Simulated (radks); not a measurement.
Valence configurations of Ba II (all share [Xe]). All-electron calculation, scalar-relativistic Kohn-Sham, r2SCAN, spin-polarised, spherical densities, finite nucleus; open shells are filled with parallel spins first (spin-orbit coupling, left out, can overturn this in heavy ions); meta-GGA in the generalised Kohn-Sham scheme; Fermi nuclear charge, rms radius 4.8378 fm. Program: a radial shooting solver on a logarithmic mesh with Libxc functionals. Energies are relative to 6s1; eigenvalues in eV for spin up.

| valence | E (eV) | moment (Bohr magnetons) | e(4f) | e(6p) | e(6s) |
|---|---|---|---|---|---|
| 6s1 | 0.000 | 1 | - | - | -7.929 |
| 4f0.5 6s0.5 | 2.548 | 1 | -2.081 | - | -7.222 |
| 6p1 | 2.603 | 1 | - | -5.718 | - |
| 4f1 | 5.049 | 1 | -2.182 | - | - |

NIST lists [Xe] 6s1 as the ground configuration; this level of theory agrees among the configurations tried. The energies are those of spherical high-spin densities, not of single terms.
